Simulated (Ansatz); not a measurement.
```xyz
7

C     0.772    0.401    0.538
Se    0.296    0.067   -1.322
C    -1.332   -0.696   -0.986
N    -2.363   -1.181   -0.799
H     0.048    1.077    0.986
H     1.754    0.871    0.504
H     0.825   -0.540    1.078
```

Charge 0, multiplicity 1.

(1) List the PBE0/def2-TZVPP orbital energies in eV (Ansatz 0.2.0). (Estimate.)

Results:

(1) Computed: Occupied: -12362.92, -1585.69, -1422.73, -1422.69, -1422.63, -391.54, -279.73, -279.68, -216.11, -159.74, -159.59, -159.37, -59.75, -59.72, -59.53, -59.41, -59.38, -25.56, -22.46, -19.35, -14.01, -12.87, -12.44, -11.10, -10.44, -10.32, -9.47, -7.36. Lowest empty: -1.01, 0.19, 0.76, 1.23, 1.50, 2.52, 2.94, 3.73.
